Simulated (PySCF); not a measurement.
## Multinuclear NMR of C$_{3}$H$_{14}$OSi$_{4}$

Numbering as in the mapped SMILES `[SiH3:1]/[CH:2]=[C:3](\[SiH3:4])[O:5][SiH2:6][CH2:7][SiH3:8]` (H(Xn): hydrogen on atom n).

- GFN2-xTB structure
- PBE0/pcSseg-1 with gauge-including orbitals
- code: PySCF 2.14
- no solvent, one conformer, non-relativistic, averaged over atoms made equivalent by symmetry, fast rotation or ring inversion

(1) Predict the 29Si NMR data.

(2) Predict the 17O NMR data.

Answers

(1) 
```json
{"atoms": "Si6", "environment": "silicon bonded to C, O, 2 H", "σ (ppm)": "377.4", "δ (ppm)": "-30.2"}
{"atoms": "Si8", "environment": "silicon bonded to C, 3 H", "σ (ppm)": "424.3", "δ (ppm)": "-68.8"}
{"atoms": "Si4", "environment": "silicon bonded to C, 3 H", "σ (ppm)": "432.7", "δ (ppm)": "-75.7"}
{"atoms": "Si1", "environment": "silicon bonded to C, 3 H", "σ (ppm)": "433.8", "δ (ppm)": "-76.6"}
```

Shieldings were converted by a linear fit to measured shifts: 29Si: δ = 279.94 − 0.822σ (rms 8.9 ppm, 72 shifts, 25.8 ppm with the 6 outliers that the fit left out vs TMS, solution or neat liquid). Occasional misses reach two or three times the rms, and more in compound classes unlike the fitted ones.

On a 500 MHz spectrometer 29Si resonates near 99.3 MHz, so 1 ppm is 99.3 Hz.

(2) 
| atoms | environment | σ (ppm) | δ (ppm) |
| --- | --- | --- | --- |
| O5 | oxygen bonded to C, Si | 180.2 | 102.5 |

Shieldings were converted by a linear fit to measured shifts: 17O (scatter 10.7 ppm rms, 12.2 ppm with the 3 outliers that the fit left out vs liquid water, solution or neat liquid). Occasional misses reach two or three times the rms, and more in compound classes unlike the fitted ones.

On a 500 MHz spectrometer 17O resonates near 67.8 MHz, so 1 ppm is 67.8 Hz.
